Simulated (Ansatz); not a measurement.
Stepwise reaction of `[InH3]` with hydrogen sulfide, as a gas-phase model of exchange steps in deposition or etching. ΔE in kJ/mol; ΔG adds harmonic PBE0-D4 terms to CCSD(T)/CBS, at 1 bar.

Isolated molecules relaxed with PBE0-D4/def2-TZVP in Ansatz; ΔE leaves out vibrations. CCSD(T)/CBS is the MP2 limit (def2-TZVPP, def2-QZVPP) plus CCSD(T) − MP2 in def2-TZVPP, frozen cores. This one scheme is used for every species. DFT in def2-TZVPP. B3LYP here is the variant with VWN-RPA as its local correlation; programs differ in this. def2 core potentials past Kr. For In outer-core shells are correlated without core-valence functions, which leaves a few kJ/mol of doubt a bond. One conformer a species, not always the lowest.

```tsv
step	reaction	PBE-D4	B3LYP-D4	ωB97M-V	CCSD(T)/CBS	ΔG(500 K)
1	`[InH3]` + H₂S → `[SH][InH2]` + H₂	-88.2	-83.9	-80.5	-89.5	-83.6
2	`[SH][InH2]` + H₂S → `[SH][InH][SH]` + H₂	-75.8	-73.0	-70.0	-78.3	-67.0
3	`[SH][InH][SH]` + H₂S → `[SH][In]([SH])[SH]` + H₂	-68.5	-66.6	-62.7	-70.8	-56.7
```

Question: By hand: ΔE of the 3 steps together at CCSD(T)/CBS.

Answer: (-89.5) + (-78.3) + (-70.8) = -238.6 kJ/mol, or -79.5 kJ/mol a step.

In ΔE each step is higher than the one before. All are downhill at CCSD(T)/CBS. ΔG lies between -83.6 and -56.7 kJ/mol a step. PBE-D4 differs from CCSD(T)/CBS by 1.3 to 2.5 kJ/mol a step. Isolated molecules leave out the surface, adducts and barriers. Largest T1 diagnostic: 0.014.
